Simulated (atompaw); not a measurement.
**An all-electron radial function and its pseudo partner (Mn)**

Columns: radius, all-electron u(r) and pseudo u(r) of the 3d shell (level -6.77 eV) of manganese in the configuration [Ar] 3d5 4s2 4p0; PBE, scalar-relativistic, PAW (atompaw) scheme, atompaw 4.2.0.5.

```csv
r (bohr),all-electron,pseudo
0.115,0.0803,0.0014
0.231,0.3109,0.0109
0.346,0.5484,0.0350
0.462,0.7271,0.0777
0.577,0.8348,0.1385
0.692,0.8826,0.2143
0.808,0.8869,0.2995
0.923,0.8631,0.3844
1.038,0.8230,0.4610
1.154,0.7739,0.5223
1.269,0.7219,0.5622
1.385,0.6691,0.5794
1.500,0.6182,0.5749
1.615,0.5699,0.5533
1.731,0.5241,0.5199
1.846,0.4820,0.4816
1.962,0.4429,0.4429
2.077,0.4071,0.4071
2.192,0.3743,0.3743
2.308,0.3439,0.3439
2.423,0.3163,0.3163
2.538,0.2909,0.2909
2.654,0.2675,0.2675
2.769,0.2460,0.2460
2.885,0.2262,0.2262
3.000,0.2081,0.2081
```

Q: How many radial nodes do the two functions have?

A: The all-electron 3d function has n − l − 1 = 0; the pseudo-wave has 0.

Q: At about which radius was the pseudo-wave matched?

A: 2.05 bohr. The columns agree to 0.0005 from 1.85 bohr on; several derivatives are matched, so the curves merge somewhat inside the radius.

Q: Is the pseudo-wave norm-conserving?

A: No, it belongs to a PAW set: the norm inside the radius is not constrained, and the difference is carried by the augmentation charge.
